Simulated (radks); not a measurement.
Species: Lu48+. Configuration: [Ar] 3d5.

All-electron calculation, scalar-relativistic Kohn-Sham, LDA (Slater exchange, Perdew-Wang correlation), spin-unpolarised, spherical densities, point nucleus. Program: a radial shooting solver on a logarithmic mesh with Libxc functionals.

Energy parts (eV):
part                      energy
total                 -343082.00
kinetic                379149.49
electron-nucleus      -770395.83
Hartree                 53221.37
exchange-correlation    -5057.03

Orbitals (lengths in bohr, moments of r in powers of bohr; r(90%) holds 90 % of the orbital's charge):
orbital	occ.	eigenvalue (eV)	r(90%)	<r>	<r^2>
1s	2	-66082.76	0.0351	0.01933	0.0005125
2s	2	-13583.00	0.126	0.08147	0.007840
2p	6	-12305.69	0.118	0.07249	0.006408
3s	2	-4971.701	0.296	0.2034	0.04716
3p	6	-4587.674	0.298	0.2007	0.04656
3d	5	-4178.069	0.274	0.1789	0.03706

The highest occupied level is 3d at -4178.1 eV. The density falls to 0.001 e/bohr^3 at r = 0.64 bohr. Summed over all electrons, <r^2> = 0.6141 bohr^2, which gives a Langevin (diamagnetic) susceptibility term of -0.486 x 10^-6 cm^3/mol.
